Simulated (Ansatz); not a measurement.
`C[SiH](N)BCl` → `NBCl` + `C[SiH]` at 298.15 K and 1 bar (silylene formation by 1,1-elimination).

Computed with Ansatz on PBE0-D4/def2-TZVP structures; ΔE is electronic, products minus reactants. CCSD(T)/CBS is the MP2 limit (def2-TZVPP, def2-QZVPP) plus CCSD(T) − MP2 in def2-TZVPP, frozen cores. This one scheme is used for every species. One conformer a species, not always the lowest.

| species | CCSD(T)/CBS energy (Eh) | H − E (kJ/mol) | S (J/(mol·K)) |
| --- | --- | --- | --- |
| `C[SiH](N)BCl` | -870.68117 | 248.7 | 378.4 |
| `NBCl` | -541.16722 | 121.1 | 268.2 |
| `C[SiH]` | -329.46712 | 122.3 | 261.2 |

H − E and S are ideal-gas, rigid-rotor, harmonic terms from PBE0-D4/def2-TZVP, for one conformer and one mirror image of each species. 1 Eh = 2625.50 kJ/mol, R = 8.31446 J/(mol·K).

Problem. By hand: ΔE, ΔH, ΔS and ΔG.

Solution. ΔE = (-541.16722) + (-329.46712) − (-870.68117) = 0.04683 Eh = 123.0 kJ/mol. Δ(H − E) = 121.1 + 122.3 − 248.7 = -5.3, so ΔH = 117.7 kJ/mol. ΔS = 268.2 + 261.2 − 378.4 = 151.0 J/(mol·K). ΔG = 117.7 − 298.15 × (151.0)/1000 = 72.7 kJ/mol.

Problem. By hand: the equilibrium constant, and the temperature at which ΔG would vanish if ΔH and ΔS stayed fixed.

Solution. log₁₀ K = −ΔG/(RT ln 10) = -12.7. ΔG = 0 at ΔH/ΔS = 779 K.

The number of gas molecules changes by +1, which sets the sign of ΔS. A doubt of 5 kJ/mol in ΔE shifts log₁₀ K by 0.9 here. Other conformers and mirror images would add mixing entropy, several J/(mol·K) or more a flexible species. Modes under 60 cm⁻¹, often nearly free rotors, make the harmonic entropy too high. These are equilibria of isolated gas molecules and say nothing of rates. Largest T1 diagnostic: 0.012 (customary marks: 0.02 for closed shells, 0.045 for open ones).
